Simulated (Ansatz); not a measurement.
Harmonic frequencies (cm⁻¹) at PBE0-D4/def2-TZVP from Ansatz: 69, 100, 165, 208, 242, 325, 406, 473, 537, 606, 625, 686, 721, 971, 974, 999, 1052, 1298, 1341, 1448, 1469, 1473, 3057, 3150, 3165, 3672, 3871.

Each molecule was computed in one conformer, which needn't be the lowest.

**Question.** Which molecule is it?
A. `C[SiH2]S[SiH3]`
B. `CSSB(O)O`
C. `C[SiH2][S][Ti]([Cl])([Cl])[Cl]`
D. `[CH3][Zn][S][SiH3]`

**Answer.** B.
